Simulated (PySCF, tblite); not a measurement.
C4H15NSi3.
Cartesian coordinates in Å at the GFN2-xTB level; atoms count from 1:
```
atom  x, y, z in Å
C1    -2.4196   -0.4560   -1.0090
N2    -2.1069    0.2553    0.2016
C3    -3.1763    0.1873    1.1607
Si4   -0.4608    0.5002    0.6739
Si5    1.1175   -1.2377    0.8885
C6     2.1908   -0.2736   -0.4155
C7     3.4763    0.2855    0.1894
Si8    1.0004    1.1296   -1.0379
H9    -3.3430   -0.0616   -1.4438
H10   -1.6154   -0.3338   -1.7306
H11   -2.5636   -1.5289   -0.8261
H12   -2.9125    0.7569    2.0475
H13   -3.3893   -0.8463    1.4611
H14   -4.0895    0.6103    0.7312
H15   -0.6382    1.3961    1.8350
H16    1.8880   -1.4914    2.1164
H17    0.7957   -2.5862    0.3839
H18    2.4885   -0.9301   -1.2384
H19    4.1125   -0.5143    0.5677
H20    4.0455    0.8465   -0.5515
H21    3.2537    0.9566    1.0179
H22    1.6670    2.4378   -1.0063
H23    0.6743    0.9249   -2.4598
```

Method: PBE0/pcSseg-1 in PySCF (dipole) on a GFN2-xTB geometry, gas phase.

Take the most abundant isotopes and a rigid rotor. The values belong to one conformer with, in the numbering `[CH3:1][N:2]([CH3:3])[Si@H:4]1[SiH2:5][C@H:6]([CH3:7])[SiH2:8]1`, C1–N2–Si4–Si5 -54°, N2–Si4–Si5–C6 122°, Si4–Si5–C6–C7 112°, Si5–C6–Si8–Si4 9°, N2–Si4–Si8–C6 -131°.

Q: What are A, B and C (MHz)?

A: Ia = 237.70, Ib = 713.41, Ic = 808.10 u·Å²; 505379 MHz·u·Å²/I gives A = 2126, B = 708.4, C = 625.4 MHz.

Q: Classify the top.

A: An asymmetric top. Ray's parameter κ = (2B − A − C)/(A − C) = -0.889; −1 is the prolate and +1 the oblate limit.

Q: Is it planar, by Δ = Ic − Ia − Ib?

A: Not planar: Δ = Ic − Ia − Ib = -143.02 u·Å². For a rigid frame Δ = −2 Σ m c², so Σ m c² = 71.51 u·Å² lies off the ab plane: 25.87 from hydrogen and 45.64 from heavier atoms. The atom farthest from that plane is 2.10 Å away.

Q: Predict some low-J microwave lines.

A: The dipole components are |μa| = 1.02 D, |μb| = 0.08 D, |μc| = 0.34 D. Intensities carry the squares of the components, which stand as 1.00 : 0.01 : 0.11 (a : b : c). Some lines, for components of 0.1 D or more:

| type | branch | J(Ka,Kc) | MHz | lower level (cm⁻¹) |
| --- | --- | --- | --- | --- |
| a | Q | 3(1,2) ← 3(1,3) | 498 | 0.307 |
| c | Q | 5(2,4) ← 5(1,4) | 3771 | 0.736 |
| c | Q | 4(2,3) ← 4(1,3) | 3969 | 0.507 |
| a | R | 3(1,2) ← 2(1,1) | 4124 | 0.186 |
| c | Q | 2(2,1) ← 2(1,1) | 4253 | 0.186 |
| a | R | 4(0,4) ← 3(0,3) | 5300 | 0.266 |
| a | R | 4(3,2) ← 3(3,1) | 5342 | 0.705 |
| a | R | 4(3,1) ← 3(3,0) | 5343 | 0.705 |
| a | R | 4(2,2) ← 3(2,1) | 5367 | 0.462 |
| a | R | 5(2,4) ← 4(2,3) | 6661 | 0.640 |
| a | R | 5(4,2) ← 4(4,1) | 6677 | 1.224 |
| a | R | 5(4,1) ← 4(4,0) | 6677 | 1.224 |
| a | R | 5(2,3) ← 4(2,2) | 6730 | 0.641 |
| c | R | 2(2,0) ← 1(1,0) | 7007 | 0.095 |
| c | R | 4(1,3) ← 3(0,3) | 7217 | 0.266 |
| c | Q | 4(3,2) ← 4(2,2) | 7255 | 0.641 |
| c | R | 5(1,4) ← 4(0,4) | 8777 | 0.443 |
| c | Q | 5(4,2) ← 5(3,2) | 10202 | 1.106 |
| c | R | 5(2,3) ← 4(1,3) | 10752 | 0.507 |
| c | R | 4(3,1) ← 3(2,1) | 12623 | 0.462 |
| c | Q | 5(5,1) ← 5(4,1) | 13126 | 1.446 |
| c | R | 4(4,0) ← 3(3,0) | 15550 | 0.705 |
| c | R | 5(4,1) ← 4(3,1) | 16884 | 0.883 |
| c | R | 5(4,2) ← 4(3,2) | 16885 | 0.883 |
| c | R | 5(5,0) ← 4(4,0) | 19802 | 1.224 |
| c | R | 5(5,1) ← 4(4,1) | 19802 | 1.224 |

Q: Estimate the classical rotational partition function at 10 K, 50 K and 100 K.

A: Point group C1, symmetry number σ = 1; q = (√π/σ)·√((kT/h)³/(ABC)), k/h = 20836.6 MHz/K: 5490 at 10 K, 61400 at 50 K, 174000 at 100 K.

Its GFN2-xTB frequencies are all real (lowest 20 cm⁻¹). These are rigid-rotor constants of the computed structure; measured ground-state constants (B0) also hold zero-point vibration. A rigid rotor knows nothing of internal rotation, which can split or shift real lines. Quadrupole hyperfine structure (14N) is left out.
